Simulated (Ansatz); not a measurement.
InN3H6⁻, that is In(NH2)3 with one electron more. Charge -1, multiplicity 2. Geometry PBE-D4/def2-SVP, that of the neutral singlet; atoms count from 1.

```xyz
10

In    0.0119   -0.0184    0.0118
N     1.3051    1.1992    1.0796
H     0.8164    1.8324    1.7262
H     1.8828    1.7975    0.4744
N     0.7277   -0.9819   -1.6777
H    -0.0221   -1.2904   -2.3106
H     1.3528   -0.3904   -2.2410
N    -1.6274   -0.8228    0.9920
H    -2.1043   -0.1428    1.5987
H    -2.3430   -1.1825    0.3466
```

In the def2 sets In takes a core potential; there is no spin–orbit coupling. The highest occupied level of the charge -1 doublet lies above zero (up to 1.06 eV). By energy differences its removal costs 0.18 eV (vertical, to the charge 0 singlet, at PBE0-D4/def2-TZVPD); a positive level beside a positive removal energy at the same level points to self-interaction error.

**Question.** Estimate the Mulliken populations from the PBE0/def2-TZVPD orbitals of Ansatz.

**Answer.** 
```
atom  charge (e)  spin (α − β)
 In1       -0.67          1.43
  N2       -0.31         -0.25
  H3        0.10          0.05
  H4        0.10          0.05
  N5       -0.31         -0.25
  H6        0.10          0.05
  H7        0.10          0.06
  N8       -0.31         -0.25
  H9        0.10          0.05
 H10        0.10          0.06
```
Mulliken values and Mayer orders depend strongly on the basis. With diffuse functions, as here, like atoms can get unlike values, and bond orders can come out too low or too high.

**Question.** Where does the spin sit?

**Answer.** Summed by element: In 1.43, N -0.75, H 0.32, of 1 unpaired in all. Largest on single atoms: In1 1.43, N8 -0.25, N5 -0.25.
